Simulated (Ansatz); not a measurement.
`[SH][GeH3]` + F• → `[S][GeH3]`• + H–F at 700 K and 1 bar (hydrogen abstraction from the S–H bond).

Isolated molecules relaxed with PBE0-D4/def2-TZVP in Ansatz; ΔE leaves out vibrations. CCSD(T)/CBS is the MP2 limit (def2-TZVPP, def2-QZVPP) plus CCSD(T) − MP2 in def2-TZVPP, frozen cores. This one scheme is used for every species, atoms too. No spin–orbit coupling; open shells (•) take unrestricted orbitals. Spin–orbit coupling would lower the free atoms: a little for F. For Ge outer-core shells are correlated without core-valence functions, so the limit isn't a true one: a few kJ/mol of doubt a bond, and 10 to 20 or more in all where bonds break to atoms. Scalar relativity is left out up to krypton.

```
     species  CCSD(T)/CBS energy (Eh)  H − E (kJ/mol)  S (J/(mol·K))
`[SH][GeH3]`              -2476.30083           133.1          357.0
          F•                -99.66871            14.6          178.2
`[S][GeH3]`•              -2475.64956           103.1          341.8
         H–F               -100.39570            45.2          198.5
```

H − E and S are ideal-gas, rigid-rotor, harmonic terms from PBE0-D4/def2-TZVP, with the whole ground term of open shells counted as degenerate. 1 Eh = 2625.50 kJ/mol, R = 8.31446 J/(mol·K).

Task: By hand: ΔE, ΔH, ΔS and ΔG.

Result: ΔE = (-2475.64956) + (-100.39570) − (-2476.30083) − (-99.66871) = -0.07572 Eh = -198.8 kJ/mol. Δ(H − E) = 103.1 + 45.2 − 133.1 − 14.6 = 0.6, so ΔH = -198.2 kJ/mol. ΔS = 341.8 + 198.5 − 357.0 − 178.2 = 5.1 J/(mol·K). ΔG = -198.2 − 700 × (5.1)/1000 = -201.8 kJ/mol.

Task: By hand: the equilibrium constant, and the temperature at which ΔG would vanish if ΔH and ΔS stayed fixed.

Result: log₁₀ K = −ΔG/(RT ln 10) = 15.1. ΔH and −TΔS have one sign here, so there is no such temperature. One of them is within its doubt of zero, so this could turn.

The number of gas molecules stays the same, so ΔS is small and ΔH decides. A doubt of 5 kJ/mol in ΔE shifts log₁₀ K by 0.4 here. These are equilibria of isolated gas molecules and say nothing of rates. Largest T1 diagnostic: 0.013 (customary marks: 0.02 for closed shells, 0.045 for open ones).
